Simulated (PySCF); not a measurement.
Point groups of optimised structures. The calculation used PBE0/pcSseg-1 in PySCF (dipole) on a GFN2-xTB geometry, gas phase. The symmetry is that of the one conformer found, every atom within 0.08 Å of its image; none is proved a minimum here.

Point group, rotor type and polarity of `[CH3:1][P:2]([CH3:3])([CH3:4])=[O:5]`?

C3v; oblate symmetric top; symmetry number 3; 6 operations, which sort the 14 atoms into 5 sets; dipole 4.14 D, along the axis; A, B, C = 3733, 3733, 3504 MHz; heavy atoms equivalent by symmetry: C1/C3/C4.

What symmetry has `[cH:1]1[cH:2][cH:3][c:4](-[c:5]2[cH:6][cH:7][cH:8][cH:9][n:10]2)[n:11][cH:12]1` with C3–C4–C5–C6 180°?

C2h; near-prolate asymmetric top; symmetry number 2; 4 operations, which sort the 20 atoms into 10 sets; dipole forbidden by symmetry (computed 0.00 D).

What symmetry has `[CH3:1][O:2][C:3](=[O:4])[c:5]1[s:6][n:7][n:8][c:9]1[C:10]([F:11])([F:12])[F:13]` with C1–O2–C3–O4 0°, O2–C3–C5–S6 180°, H–C1–O2–C3 -60° (nearest H)?

Cs; asymmetric top; symmetry number 1; 2 operations, which sort the 16 atoms into 14 sets; dipole 3.32 D, in the ab plane, which is the mirror; heavy atoms equivalent by symmetry: F11/F12.
